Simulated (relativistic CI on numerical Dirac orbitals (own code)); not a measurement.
# Transition arrays of Sn26+

Calculated at this level of theory: Dirac-Coulomb-Breit CI, KLI orbitals optimised for each configuration, a model potential for QED, valence Slater integrals scaled by 0.9, whole transition arrays (own radial code, finite nucleus).

Configuration list (outside the closed core [Ne] 3s2): 3p⁶3d⁶, 3p⁶3d⁵4f, 3p⁵3d⁷, 3p⁶3d⁵4p, 3p⁶3d⁵5f. Levels of other configurations are missing.

All E1 lines from the levels of 3p⁶3d⁶; mean and standard deviation are weighted by gf, and upper levels are sorted by their leading configuration.

| Upper configuration | Lines | Σgf | Mean (eV) | Mean (nm) | σ (eV) | Strongest line (nm) |
| --- | --- | --- | --- | --- | --- | --- |
| 3p⁶3d⁵4f | 5470 | 923.1 | 792.96 | 1.564 | 7.92 | 1.548 |
| 3p⁵3d⁷ | 1718 | 146.6 | 235.37 | 5.268 | 22.14 | 4.688 |
| 3p⁶3d⁵4p | 3245 | 52.0 | 628.81 | 1.972 | 7.43 | 1.975 |
| 3p⁶3d⁵5f | 5470 | 300.0 | 1021.85 | 1.213 | 8.63 | 1.207 |

Σgf per state of the lower configuration in bins of 0.1 nm over the central range (centre: value): 1.15: 0.09, 1.25: 1.34, 1.55: 4.24, 1.65: 0.15, 1.95: 0.23, 4.75: 0.07, 4.85: 0.07, 4.95: 0.07, 5.05: 0.06, 5.65: 0.05.

Task: How do configuration mixing and the scaling of the Slater integrals move the arrays?

Result: Slater scale 0.9, no configuration mixing: 3p⁶3d⁵4f 793.3 ± 8.0 eV (Σgf 941.1), 3p⁵3d⁷ 235.9 ± 22.2 eV (Σgf 157.4), 3p⁶3d⁵4p 628.9 ± 7.4 eV (Σgf 47.9), 3p⁶3d⁵5f 1021.4 ± 8.6 eV (Σgf 238.4); Slater scale 1: 3p⁶3d⁵4f 794.4 ± 8.5 eV (Σgf 927.0), 3p⁵3d⁷ 236.9 ± 23.0 eV (Σgf 146.3), 3p⁶3d⁵4p 628.9 ± 8.1 eV (Σgf 52.5), 3p⁶3d⁵5f 1022.4 ± 9.3 eV (Σgf 301.6); Slater scale 0.8: 3p⁶3d⁵4f 791.5 ± 7.4 eV (Σgf 919.2), 3p⁵3d⁷ 233.8 ± 21.4 eV (Σgf 146.9), 3p⁶3d⁵4p 628.7 ± 6.8 eV (Σgf 51.6), 3p⁶3d⁵5f 1021.3 ± 8.0 eV (Σgf 298.5). With mixing, levels are counted to their leading configuration, so an array can shrink or vanish into another, and the sums then hold other lines.
